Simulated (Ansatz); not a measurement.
Start from `OC([SiH3])([SiH3])S` and change one atom or group to get `OC([SiH3])S`.

Ansatz, PBE0-D4/def2-TZVP geometries, multiplicity 1. Each molecule was computed in one conformer, which needn't be the lowest.

```csv
property,`OC([SiH3])([SiH3])S`
HOMO–LUMO gap (PBE/def2-TZVPP) / eV,4.77
LUMO energy (PBE/def2-TZVPP) / eV,-1.24
LUMO energy (B3LYP/def2-TZVPP) / eV,-0.55
HOMO–LUMO gap (PBE0/def2-TZVPP) / eV,6.93
size of the dipole moment (B3LYP/def2-TZVPP) / D,0.31
size of the dipole moment (ωB97M-V/def2-TZVPP) / D,0.32
```

Q: Give the same properties after the change, and the shifts. (An estimate is asked.)

A: The calculation gave: 
| property | `OC([SiH3])S` | shift |
| --- | --- | --- |
| HOMO–LUMO gap (PBE/def2-TZVPP) / eV | 5.11 | 0.34 |
| LUMO energy (PBE/def2-TZVPP) / eV | -0.92 | 0.32 |
| LUMO energy (B3LYP/def2-TZVPP) / eV | -0.30 | 0.25 |
| HOMO–LUMO gap (PBE0/def2-TZVPP) / eV | 7.23 | 0.30 |
| size of the dipole moment (B3LYP/def2-TZVPP) / D | 2.10 | 1.79 |
| size of the dipole moment (ωB97M-V/def2-TZVPP) / D | 2.11 | 1.79 |

Dipoles are sizes alone; their direction can turn.

B3LYP here is the variant with VWN-RPA as its local correlation; programs differ in this.
